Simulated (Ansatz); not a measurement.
Total energies of `C[O][Sn]([OH])([F])[F]`.

| atom | x (Å) | y (Å) | z (Å) |
| --- | --- | --- | --- |
| C1 | 0.575 | -1.561 | -0.607 |
| O2 | 0.714 | -0.191 | -0.955 |
| Sn3 | -0.024 | 1.186 | 0.160 |
| O4 | -1.891 | 0.887 | 0.553 |
| F5 | 0.896 | 1.350 | 1.817 |
| F6 | 0.251 | 2.827 | -0.736 |
| H7 | 0.988 | -2.140 | -1.435 |
| H8 | 1.134 | -1.808 | 0.301 |
| H9 | -0.472 | -1.849 | -0.472 |
| H10 | -2.171 | 1.301 | 1.375 |

Total charge 0; spin multiplicity 1. Correlated methods freeze the filled d shell of Sn. Sn: def2 effective core potential. Geometry: relaxed with PBE0-D4/def2-TZVP. It is one conformer, not always the lowest. Basis def2-TZVPP, Ansatz 0.2.0.

RPA on PBE orbitals: Hartree–Fock energy of these orbitals -602.31373 Eh, correlation -1.84458 Eh (frozen core).

```
             functional  energy without D4 (Eh)  D4 term (kJ/mol)
            LDA (SPW92)              -602.15484                 –
                    PBE              -604.80703             -19.5
                 revPBE              -605.12179             -54.5
                   BLYP              -605.10197             -41.8
                 r2SCAN              -605.11423              -4.8
                 B97M-V              -605.09438                 –
                   PBE0              -604.81242             -16.6
                r2SCANh              -605.07753              -5.2
                r2SCAN0              -605.02474              -5.7
HSE06 (plane-wave form)              -604.79403             -15.5
                  BHLYP              -604.96249             -25.2
                LC-ωPBE              -605.02893                 –
                ωB97M-V              -605.05054                 –
                 B2PLYP              -604.68626                 –
```

Task: Give the same for B3LYP, CAM-B3LYP, ωB97X-V, PBE-QIDH. (Estimate.)

Result: The calculation gave: 
```json
{"functional": "B3LYP", "energy without D4 (Eh)": "-605.28224", "D4 term (kJ/mol)": "-31.3"}
{"functional": "CAM-B3LYP", "energy without D4 (Eh)": "-605.08308", "D4 term (kJ/mol)": "-16.9"}
{"functional": "ωB97X-V", "energy without D4 (Eh)": "-605.06235", "D4 term (kJ/mol)": "–"}
{"functional": "PBE-QIDH", "energy without D4 (Eh)": "-604.47720", "D4 term (kJ/mol)": "–"}
```

B3LYP takes the VWN-RPA correlation (the form of Gaussian; ORCA's B3LYP/G). HSE06 is the plane-wave form, built on full-range PBE exchange. The double hybrids freeze the cores in their second-order part.

LC-ωPBE has ω = 0.4 bohr⁻¹.
